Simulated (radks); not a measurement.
Polarisability of the arsenic ion As4+, [Ar] 3d10 4s1, at imaginary frequency. Method: scalar-relativistic Kohn-Sham, LB94 model potential, spin-polarised, spherical densities, finite nucleus; open shells are filled with parallel spins first; Fermi nuclear charge, rms radius 4.0968 fm; computed with a radial shooting solver on a logarithmic mesh with Libxc functionals. Response by self-consistent Sternheimer equations with the Hartree and adiabatic LDA kernel, the relativistic mass of each level held fixed and spin-orbit coupling left out.

| w (hartree) | alpha1(iw) (bohr^3) | alpha2(iw) (bohr^5) |
|---|---|---|
| 0.00266 | 3.597 | 5.141 |
| 0.0143 | 3.595 | 5.141 |
| 0.0360 | 3.582 | 5.137 |
| 0.0697 | 3.542 | 5.124 |
| 0.118 | 3.445 | 5.091 |
| 0.186 | 3.247 | 5.018 |
| 0.280 | 2.904 | 4.870 |
| 0.413 | 2.409 | 4.588 |
| 0.605 | 1.835 | 4.095 |
| 0.892 | 1.304 | 3.333 |
| 1.35 | 0.8928 | 2.364 |
| 2.12 | 0.5964 | 1.414 |
| 3.59 | 0.3688 | 0.7082 |
| 6.94 | 0.1803 | 0.2809 |
| 17.5 | 0.04876 | 0.06433 |

Static values: alpha1 = 3.597 bohr^3 (0.5330 angstrom^3; uncoupled 4.736), alpha2 = 5.141 bohr^5, alpha3 = 16.08 bohr^7. C6 = 6.914, C8 = 64.54, triple-dipole C9 = 16.34 atomic units. One-pole (London) frequency 4 C6 / (3 alpha1^2) = 0.713 hartree, against 2.436 for minus the highest occupied eigenvalue.
